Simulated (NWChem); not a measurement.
System: CH4AlFS; SMILES C[S][AlH][F]

NWChem input:

```
start job
memory heap 200 mb stack 900 mb global 1100 mb
geometry units angstroms noautosym nocenter noautoz
  Al     0.454434    -0.950036     0.000000
  F     -0.379875    -2.389164     0.000000
  H      2.030676    -0.955374     0.000000
  S     -0.694528     0.884629     0.000000
  C      0.666190     2.110163     0.000000
  H      1.660101     1.639133     0.000000
  H      0.573705     2.739992     0.894719
  H      0.573705     2.739992    -0.894719
end
basis spherical
  Al library aug-cc-pvdz
  F library aug-cc-pvdz
  H library aug-cc-pvdz
  S library aug-cc-pvdz
  C library aug-cc-pvdz
end
dft
  xc b3lyp
  iterations 150
end
property
  response 1 0.0773
end
task dft property
```

Structure relaxed at the PBE0/def2-SVP level. B3LYP is NWChem's, with the RPA form of VWN correlation.

Field at 589 nm.

Problem. Give the results of this calculation. (B3LYP/aug-cc-pVDZ.) Quantities: isotropic polarisability (bohr³); anisotropy (bohr³).

Solution. 
```json
{
 "isotropic polarisability (bohr³)": "63.5",
 "anisotropy (bohr³)": "21.6"
}
```
